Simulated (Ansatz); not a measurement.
`OBCCCl` + `N=C[SiH3]` → `N=C([SiH3])CCl` + `CBO`  (formal exchange of groups at a C–C bond)

Gas-phase electronic energies from Ansatz, PBE0-D4/def2-TZVP geometries. CCSD(T)/CBS adds triple-zeta CCSD(T) − MP2 to the extrapolated MP2 energy (def2 sets, frozen cores). Functionals use def2-TZVPP. B3LYP here is the variant with VWN-RPA as its local correlation; programs differ in this. One conformer a species, not always the lowest.

`OBCCCl`:

Z-matrix (Å, degrees):
```
C
B 1 1.570
C 1 1.511 2 113.5
H 1 1.102 2 107.0 3 -118.6
H 1 1.094 2 111.3 3 125.7
O 2 1.352 1 118.8 3 -147.5
H 2 1.205 1 121.3 3 34.9
Cl 3 1.794 1 110.7 2 61.0
H 3 1.090 1 111.8 2 -56.8
H 3 1.089 1 113.0 2 179.7
H 6 0.960 2 113.4 1 -178.1
```

`N=C[SiH3]`:

Cartesian coordinates in Å:
```
N -1.649 -0.451 0.099
C -0.670 0.219 -0.353
Si 1.068 -0.095 0.315
H -2.528 -0.180 -0.348
H -0.800 0.988 -1.132
H 1.600 1.170 0.890
H 1.955 -0.490 -0.813
H 1.025 -1.160 1.343
```

`N=C([SiH3])CCl`:

Z-matrix (Å, degrees):
```
Si
C 1 1.904
H 1 1.482 2 109.0
H 1 1.489 2 109.6 3 -119.7
H 1 1.482 2 109.0 3 120.9
C 2 1.505 1 118.1 3 121.7
N 2 1.264 1 115.4 3 -58.4
Cl 6 1.774 2 113.9 1 179.8
H 6 1.092 2 110.0 1 -59.5
H 6 1.092 2 110.0 1 58.9
H 7 1.027 2 111.0 1 -179.8
```

`CBO`:

```xyz
8

C    -0.903    0.444   -0.014
B     0.502   -0.188    0.222
O     1.144   -0.790   -0.810
H    -1.259    0.337   -1.040
H    -0.887    1.508    0.245
H    -1.638   -0.008    0.662
H     1.041   -0.157    1.301
H     2.001   -1.147   -0.565
```

CCSD(T)/CBS gives -23.7 kJ/mol.

(1) Another level gave -26.7 kJ/mol. Which?
A. B3LYP-D4/def2-TZVPP
B. CCSD/def2-TZVPP
C. HF/def2-TZVPP
D. PBE-D4/def2-TZVPP

Largest T1 diagnostic among the species: 0.012.

Results:

(1) A. B3LYP-D4 -26.7, HF/def2-TZVPP -13.3, PBE-D4 -31.2, CCSD/def2-TZVPP -20.8 kJ/mol.

In def2-TZVPP, CCSD(T) changes the Hartree–Fock value by −9.9 kJ/mol (the triples alone add −2.4 kJ/mol) and MP2 by −14.0 kJ/mol.
